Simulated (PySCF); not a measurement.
Species: Rh(PH3)4 (doublet state).
Bonds: Rh1–P2, Rh1–P6, Rh1–P10, Rh1–P14. Hydrogens: H3, H4, H5 on P2; H7, H8, H9 on P6; H11, H12, H13 on P10; H15, H16, H17 on P14.

Theory: PBE0-D3(BJ)/def2-SVP geometry optimisation, gas phase, def2 core potentials past Kr (PySCF).

Question: What internal coordinates does the optimisation give?

Answer: 
```
                   bond  length (pm)
Rh1–P2 and 3 like bonds        228.2
P2–H3 and 11 like bonds        143.0
```

Bonds in one row agree within 1 pm and their mean is given. A selection of angles:
```
     angle  degrees
 P2–Rh1–P6    134.7
P2–Rh1–P10     98.7
P6–Rh1–P10     98.1
 Rh1–P2–H3    120.4
 Rh1–P2–H4    122.5
  H3–P2–H4     94.8
 Rh1–P6–H9    122.7
```

Rh1 (rhodium bonded to 4 P) has angles from 98.1° to 134.8°. All 4 P–Rh bonds measure 2.281 to 2.283 Å. P2 (phosphorus bonded to Rh and 3 H) has angles from 94.8° to 122.5°.

No PBE0-D3(BJ)/def2-SVP frequencies stand behind this structure, so it isn't proved a minimum. ⟨S²⟩ = 0.756 (exact for a doublet: 0.75).

Time: 5.8 min wall. Hardware: one thread, Arm Neoverse V2, no GPU (shared host). This is the geometry optimisation.

Caution for open-shell metal species: one SCF solution and one stationary point were followed, and a lower state or a bent or distorted shape isn't ruled out.
